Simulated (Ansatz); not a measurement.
`CC(F)[O][AlH2]`, relaxed with RKS PBE-D4/def2-SVP in Ansatz from a rough embedded geometry. The force threshold is 0.03 eV/Å; the program also tests the step.

The species carries charge 0 and has multiplicity 1.

Start:

```xyz
11

C    -0.129    1.691    0.481
C     0.302    0.346    0.002
F     1.437    0.011    0.674
O    -0.692   -0.617    0.308
Al   -0.403   -2.232   -0.481
H    -1.015    2.055   -0.122
H    -0.313    1.734    1.539
H     0.729    2.436    0.221
H     0.551    0.403   -1.058
H    -0.888   -2.526   -1.932
H     0.421   -3.301    0.367
```

Task: How much energy does the relaxation release, and in how many steps? (Estimate.)

Result: Computed: 53.10 kJ/mol, in 36 steps, 2 of them rejected.

Task: Which bonds change most? (An estimate is asked.)

Result: Computed: O4–Al5 from 1.820 to 1.736 Å; C1–H8 from 1.166 to 1.107 Å; C2–F3 from 1.361 to 1.406 Å; C2–O4 from 1.418 to 1.375 Å.

Task: Give the relaxed structure. (Estimate.)

Result: Computed: 
```xyz
11

C     0.036    1.546    0.654
C     0.032    0.582   -0.518
F     1.365    0.281   -0.848
O    -0.648   -0.576   -0.227
Al   -0.233   -2.261   -0.185
H    -1.002    1.811    0.930
H     0.524    1.064    1.525
H     0.590    2.469    0.397
H    -0.408    1.053   -1.431
H     1.207   -2.813   -0.576
H    -1.462   -3.157    0.280
```
